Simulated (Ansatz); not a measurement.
```yaml
crystal:
  periodic: [false, false, false]
  atoms:
    - {symbol: Al, position_ang: [-2.114220, -1.214442, -1.423696]}
    - {symbol: As, position_ang: [-1.908900, -1.103553, 1.143745]}
    - {symbol: Al, position_ang: [2.105536, -1.225238, -1.428260]}
    - {symbol: As, position_ang: [-0.001768, -0.004658, -1.968420]}
    - {symbol: As, position_ang: [1.915091, -1.100339, 1.139498]}
    - {symbol: Al, position_ang: [0.003590, 0.005284, 2.288282]}
    - {symbol: Al, position_ang: [0.003411, 2.432013, -1.434520]}
    - {symbol: As, position_ang: [-0.001073, 2.210860, 1.133905]}
    - {symbol: H, position_ang: [-2.013882, -2.771475, -1.742003]}
    - {symbol: H, position_ang: [-3.404912, -0.334556, -1.733368]}
    - {symbol: H, position_ang: [-2.001433, -2.471477, 1.774507]}
    - {symbol: H, position_ang: [-3.142031, -0.509611, 1.779583]}
    - {symbol: H, position_ang: [1.991065, -2.783652, -1.735354]}
    - {symbol: H, position_ang: [3.401038, -0.357693, -1.751967]}
    - {symbol: H, position_ang: [-0.003004, -0.007887, -3.482151]}
    - {symbol: H, position_ang: [2.014937, -2.465836, 1.774412]}
    - {symbol: H, position_ang: [3.149495, -0.500494, 1.767266]}
    - {symbol: H, position_ang: [0.005171, 0.008783, 3.874981]}
    - {symbol: H, position_ang: [-1.396914, 3.119375, -1.754568]}
    - {symbol: H, position_ang: [1.408893, 3.111633, -1.748678]}
    - {symbol: H, position_ang: [-1.139720, 2.977314, 1.761328]}
    - {symbol: H, position_ang: [1.129632, 2.985631, 1.765479]}
basis:
  gaussian: {orbitals: STO-3G}
hamiltonian: {xc: {name: wB97M-V}}
scf: {omitted_lower_state_checks: [starts]}
output: {forces: true}
```

```sh
$ ansatz run in.yaml --threads 2 --pin off --events-out ev --progress --plain --max-ram 32768MiB --backend cuda --devices 0, --max-vram 18GiB
```

It prints (some lines left out):

```
Functional definition: wB97M-V
1316 factors; integrals over basis functions are off by at most 4.7e-5 eV
469 factors; integrals over basis functions are off by at most 1.4e-6 eV
mean field evaluation 1: about -266926.5879 eV, gradient 2.7e1 eV
mean field evaluation 2: about -266929.4740 eV, gradient 8.8e0 eV
mean field evaluation 4: about -266929.7470 eV, gradient 1.9e-1 eV
mean field evaluation 8: about -266929.6616 eV, gradient 1.2e-3 eV
mean field -266929.66158481 eV, -9809.4841318188 hartree, gradient 3.3e-5 eV, S^2 0.000000; 0 other end points of the search recorded, 0 dependent functions left out
reference -266929.66163961 eV, -9809.4841338325 hartree; 99, 99 occupied and 23, 23 virtual orbitals, 1316 factors
Total energy: -266929.66163961 eV, -9809.4841338325 hartree
Atom 0 at    -2.114220    -1.214442    -1.423696 Å, force     0.080901     0.050565     0.054492 eV/Å
Atom 1 at    -1.908900    -1.103553     1.143745 Å, force    -0.298594    -0.174185     0.887039 eV/Å
Atom 2 at     2.105536    -1.225238    -1.428260 Å, force    -0.082343     0.044385     0.054258 eV/Å
Atom 3 at    -0.001768    -0.004658    -1.968420 Å, force    -0.002094     0.001797    -0.849450 eV/Å
Atom 4 at     1.915091    -1.100339     1.139498 Å, force     0.302126    -0.175840     0.884357 eV/Å
Atom 5 at     0.003590     0.005284     2.288282 Å, force    -0.003128     0.000027    -0.401286 eV/Å
Atom 6 at     0.003411     2.432013    -1.434520 Å, force     0.002481    -0.093280     0.054427 eV/Å
Atom 7 at    -0.001073     2.210860     1.133905 Å, force    -0.002237     0.348794     0.884370 eV/Å
Atom 8 at    -2.013882    -2.771475    -1.742003 Å, force    -0.147826     1.884564     0.365266 eV/Å
Atom 9 at    -3.404912    -0.334556    -1.733368 Å, force     1.548414    -1.089219     0.353956 eV/Å
Atom 10 at    -2.001433    -2.471477     1.774507 Å, force     0.024169     1.298501    -0.575756 eV/Å
Atom 11 at    -3.142031    -0.509611     1.779583 Å, force     1.139213    -0.619825    -0.580550 eV/Å
Atom 12 at     1.991065    -2.783652    -1.735354 Å, force     0.165726     1.886846     0.350308 eV/Å
Atom 13 at     3.401038    -0.357693    -1.751967 Å, force    -1.554587    -1.073352     0.371838 eV/Å
Atom 14 at    -0.003004    -0.007887    -3.482151 Å, force     0.000735     0.003043     1.638712 eV/Å
Atom 15 at     2.014937    -2.465836     1.774412 Å, force    -0.031056     1.297073    -0.578596 eV/Å
Atom 16 at     3.149495    -0.500494     1.767266 Å, force    -1.140742    -0.624156    -0.573548 eV/Å
Atom 17 at     0.005171     0.008783     3.874981 Å, force    -0.001619    -0.003904    -1.917702 eV/Å
Atom 18 at    -1.396914     3.119375    -1.754568 Å, force     1.708249    -0.809205     0.367079 eV/Å
Atom 19 at     1.408893     3.111633    -1.748678 Å, force    -1.714673    -0.799433     0.359388 eV/Å
Atom 20 at    -1.139720     2.977314     1.761328 Å, force     1.112883    -0.672340    -0.572456 eV/Å
Atom 21 at     1.129632     2.985631     1.765479 Å, force    -1.105999    -0.680855    -0.576142 eV/Å
Dipole moment:     0.002053     0.001728     1.207505 e Å
Checks for a lower state left out: starts
```

Run time 4.7 s (2 threads of AMD EPYC 7R13 on a shared host and a share (18 GiB) of an NVIDIA H100 80GB HBM3), peak host memory 1.1 GiB.
